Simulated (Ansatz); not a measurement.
Mulliken charges of CH₅GeNS, SMILES `C[S][Ge][NH2]` from r2SCAN/def2-TZVPP in Ansatz (PBE0-D4/def2-TZVP geometry).

| atom | x (Å) | y (Å) | z (Å) | charge (e) |
| --- | --- | --- | --- | --- |
| C1 | -1.365 | 1.016 | -1.082 | -0.134 |
| S2 | -0.465 | -0.494 | -0.633 | -0.276 |
| Ge3 | 0.862 | 0.298 | 0.981 | 0.282 |
| N4 | 1.694 | -1.280 | 1.337 | -0.441 |
| H5 | -2.432 | 0.859 | -0.927 | 0.082 |
| H6 | -1.184 | 1.245 | -2.132 | 0.082 |
| H7 | -1.039 | 1.862 | -0.474 | 0.072 |
| H8 | 2.405 | -1.340 | 2.047 | 0.165 |
| H9 | 1.524 | -2.164 | 0.882 | 0.169 |

Problem. By hand: the dipole of these point charges (1 e Å = 4.8032 D).

Solution. Σ q r = (0.090, 0.368, 0.209) e Å, of length 0.433 e Å = 2.08 D.

Problem. How does the dipole of the full density compare? (Best estimate.)

Solution. Ansatz gave: (0.093, 0.028, 0.104) e Å, 0.68 D; the point charges give 3.06 times that, at 49° from its direction.

Point charges leave out the atoms' own dipoles, such as those of lone pairs, and Mulliken's split depends on the basis, so the two needn't agree.
